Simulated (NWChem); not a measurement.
# Correlation energy of F2Si

```
Si
F 1 1.6269
F 1 1.6269 2 100.02
```
Charge 0, spin multiplicity 1.

Program: NWChem. All single points use one geometry, from PBE0/def2-SVP, a minimum by its harmonic frequencies.

Basis set: cc-pVDZ. Each correlation energy counts from its own Hartree-Fock reference.

The correlated methods keep 7 core orbitals frozen. The structure started from a generated list of species. Coupled-cluster values serve here as a point of comparison, not as the truth.

Task: For the correlation energy, CCSD+T(CCSD) gives -477.0 mHa and RI-MP2 gives -454.2 mHa. What do CR-CCSD(T), CCSD(T), CCSD give?

Result: CR-CCSD(T): -473.8 mHa; CCSD(T): -475.5 mHa; CCSD: -466.6 mHa.
